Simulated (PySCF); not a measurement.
Precursor series Sc Cl-OH. All species are isolated molecules in the gas phase. One relaxed conformer stands for each flexible species; it need not be the lowest.

Level of theory: B3LYP-D3(BJ)/def2-TZVP // r2SCAN-D4/def2-SVP in PySCF. B3LYP has the VWN-RPA correlation part, as in Gaussian. 

```json
[
 {"species": "0 of 3 Cl replaced by OH ([Sc(Cl)3])", "HOMO–LUMO gap (eV)": "5.35", "charge on the central atom (Mulliken) (e)": "1.12", "mean distance from the central atom to its bonded neighbours (Å)": "2.268", "coordination number": "3"},
 {"species": "1 of 3 Cl replaced by OH ([Sc(Cl)2(OH)])", "HOMO–LUMO gap (eV)": "5.55", "charge on the central atom (Mulliken) (e)": "1.25", "mean distance from the central atom to its bonded neighbours (Å)": "2.137", "coordination number": "3"},
 {"species": "2 of 3 Cl replaced by OH ([Sc(Cl)(OH)2])", "HOMO–LUMO gap (eV)": "5.73", "charge on the central atom (Mulliken) (e)": "1.36", "mean distance from the central atom to its bonded neighbours (Å)": "2.003", "coordination number": "3"},
 {"species": "3 of 3 Cl replaced by OH ([Sc(OH)3])", "HOMO–LUMO gap (eV)": "6.28", "charge on the central atom (Mulliken) (e)": "1.43", "mean distance from the central atom to its bonded neighbours (Å)": "1.873", "coordination number": "3"}
]
```
